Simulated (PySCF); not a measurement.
## ²⁹Si chemical shifts

Computed data (PySCF): GFN2-xTB structure, shieldings: GIAO PBE0/pcSseg-1. No solvent model, single conformer, rapidly exchanging positions averaged, no relativistic terms.

Shieldings were converted by a linear fit to measured shifts: ²⁹Si (scatter 8.9 ppm rms, 25.8 ppm with the 6 outliers that the fit left out vs TMS, solution or neat liquid). Occasional misses reach two or three times the rms, and more in compound classes unlike the fitted ones.

Question: Give the ²⁹Si shifts of `CC(C)(C)CO[SiH2]O[SiH3]`, `CC[C@](C)(C[SiH2]O)O[SiH3]`, `C=C(O[SiH2]N(C)C)C(N)=O`, `C/C=C\C1=C(F)C=C[SiH2]1`, `CO[Si@H]1NCCN1C(C)=O`, `FC/C=C/[SiH2][C@H]([SiH3])O[SiH3]`, `C[C@@H](F)[C@H]1CC[Si@H]1P`, `C[SiH](C)[SiH2][C@@H](F)[SiH2]C=O`.

Answer: 
```tsv
compound	environment	δ (ppm)
[CH3:1][C:2]([CH3:3])([CH3:4])[CH2:5][O:6][SiH2:7][O:8][SiH3:9]	Si7: silicon bonded to 2 O, 2 H	-41.4
[CH3:1][C:2]([CH3:3])([CH3:4])[CH2:5][O:6][SiH2:7][O:8][SiH3:9]	Si9: silicon bonded to O, 3 H	-44.8
[CH3:1][CH2:2][C@:3]([CH3:4])([CH2:5][SiH2:6][OH:7])[O:8][SiH3:9]	Si6: silicon bonded to C, O, 2 H	-25.2
[CH3:1][CH2:2][C@:3]([CH3:4])([CH2:5][SiH2:6][OH:7])[O:8][SiH3:9]	Si9: silicon bonded to O, 3 H	-48.3
C=C(O[SiH2]N(C)C)C(N)=O	silicon bonded to N, O, 2 H	-34.8
C/C=C\C1=C(F)C=C[SiH2]1	silicon bonded to 2 C, 2 H, in a 5-membered ring	-45.1
CO[Si@H]1NCCN1C(C)=O	silicon bonded to 2 N, O, H, in a 5-membered ring	-38.9
[F:1][CH2:2]/[CH:3]=[CH:4]/[SiH2:5][C@H:6]([SiH3:7])[O:8][SiH3:9]	Si9: silicon bonded to O, 3 H	-38.2
[F:1][CH2:2]/[CH:3]=[CH:4]/[SiH2:5][C@H:6]([SiH3:7])[O:8][SiH3:9]	Si5: silicon bonded to 2 C, 2 H	-42.2
[F:1][CH2:2]/[CH:3]=[CH:4]/[SiH2:5][C@H:6]([SiH3:7])[O:8][SiH3:9]	Si7: silicon bonded to C, 3 H	-68.6
C[C@@H](F)[C@H]1CC[Si@H]1P	silicon bonded to 2 C, P, H, in a 4-membered ring	-11.8
[CH3:1][SiH:2]([CH3:3])[SiH2:4][C@@H:5]([F:6])[SiH2:7][CH:8]=[O:9]	Si2: silicon bonded to 2 C, Si, H	-45.0
[CH3:1][SiH:2]([CH3:3])[SiH2:4][C@@H:5]([F:6])[SiH2:7][CH:8]=[O:9]	Si7: silicon bonded to 2 C, 2 H	-55.1
[CH3:1][SiH:2]([CH3:3])[SiH2:4][C@@H:5]([F:6])[SiH2:7][CH:8]=[O:9]	Si4: silicon bonded to C, Si, 2 H	-65.7
```

Question: Match the shifts -15.4, -26.3, -38.7, -67.6 ppm to `FC[SiH2][C@H](F)Cl`, `FCC1=C[C@@]2([SiH3])C=C[C@@H]12`, `COC(=O)[C@H]1CC[Si]1(N)N`, `C#CC(=C=S)[SiH2]SC`.

Answer: -15.4: COC(=O)[C@H]1CC[Si]1(N)N (silicon bonded to 2 C, 2 N, in a 4-membered ring); -26.3: C#CC(=C=S)[SiH2]SC (silicon bonded to C, S, 2 H); -38.7: FC[SiH2][C@H](F)Cl (silicon bonded to 2 C, 2 H); -67.6: FCC1=C[C@@]2([SiH3])C=C[C@@H]12 (silicon bonded to C, 3 H).
